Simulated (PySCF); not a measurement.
## Basis set benchmark on one molecule

Molecule: SMILES N#Cc1ccncc1, C6H4N2.

Bonds (- single, = double, # triple, : aromatic): N1#C2 1.159 Å, C2-C3 1.433 Å, C3:C4 1.400 Å, C4:C5 1.393 Å, C5:N6 1.330 Å, N6:C7 1.330 Å, C7:C8 1.393 Å, C8:C3 1.400 Å. C4 carries H9; C5 carries H10; C7 carries H11; C8 carries H12.

Geometry PBE0-D3(BJ)/def2-SVP throughout; GIAO in PySCF, gas phase, one conformer, non-relativistic; equivalent atoms averaged; functional PBE0.

Reference values (estimated from measurements, as parent shift plus tabulated substituent increments; solution, not stated per compound (mostly CDCl3 or CCl4); Pretsch, Buehlmann, Badertscher, Structure Determination of Organic Compounds, 4th ed. (2009)): δ(C5/C7) = 151.9 ppm, δ(C4/C8) = 125.8 ppm, δ(C3) = 120.0 ppm, δ(H10/H11) = 8.83 ppm, δ(H9/H12) = 7.57 ppm. Computed shifts are taken against TMS, calculated as an isolated molecule at each level.

Question: How do the basis sets STO-3G, pcSseg-0, 6-31G, 6-31G*, cc-pVDZ, def2-SVP, pcSseg-1, aug-cc-pVDZ, 6-311+G(2d,p), def2-TZVP, cc-pVTZ, IGLO-III perform against the reference? Times are CPU seconds on shared hosts with different chips, so compare them loosely.

Answer: 
| basis set | functions | C5/C7 | C4/C8 | C3 | H10/H11 | H9/H12 | mean abs. error C | mean abs. error H | core-s |
| --- | --- | --- | --- | --- | --- | --- | --- | --- | --- |
| STO-3G | 44 | 122.0 | 109.0 | 103.4 | 9.13 | 7.63 | 21.1 | 0.18 | 3.7 |
| pcSseg-0 | 80 | 164.4 | 136.7 | 129.5 | 9.37 | 7.56 | 11.0 | 0.27 | 6.3 |
| 6-31G | 80 | 145.9 | 123.1 | 118.3 | 9.23 | 7.68 | 3.5 | 0.25 | 7.6 |
| 6-31G* | 120 | 144.4 | 120.8 | 116.1 | 8.84 | 7.23 | 5.5 | 0.17 | 12 |
| cc-pVDZ | 132 | 149.5 | 126.2 | 122.2 | 8.84 | 7.26 | 1.7 | 0.16 | 12 |
| def2-SVP | 132 | 148.4 | 124.9 | 119.7 | 8.65 | 7.22 | 1.6 | 0.27 | 12 |
| pcSseg-1 | 156 | 156.6 | 131.3 | 125.3 | 8.98 | 7.42 | 5.2 | 0.15 | 19 |
| aug-cc-pVDZ | 220 | 150.2 | 125.0 | 120.6 | 9.14 | 7.68 | 1.0 | 0.21 | 27 |
| 6-311+G(2d,p) | 240 | 154.8 | 129.5 | 124.9 | 9.08 | 7.61 | 3.8 | 0.15 | 32 |
| def2-TZVP | 272 | 156.4 | 130.9 | 126.9 | 9.05 | 7.58 | 5.5 | 0.12 | 40 |
| cc-pVTZ | 296 | 155.4 | 130.1 | 125.6 | 9.00 | 7.57 | 4.5 | 0.08 | 45 |
| IGLO-III | 320 | 160.0 | 134.2 | 129.5 | 9.06 | 7.60 | 8.7 | 0.13 | 49 |

For $^{13}$C the closest is aug-cc-pVDZ (1.0 ppm) and the furthest STO-3G (21.1 ppm).

For $^{1}$H the closest is cc-pVTZ (0.08 ppm) and the furthest pcSseg-0 (0.27 ppm). Where a smaller basis beats a larger one, errors probably cancel. One molecule is a small sample, and vibrational and solvent effects are absent from the calculation.

A small basis that lands close on one nucleus may do so by chance; judge by the trend and by all nuclei.
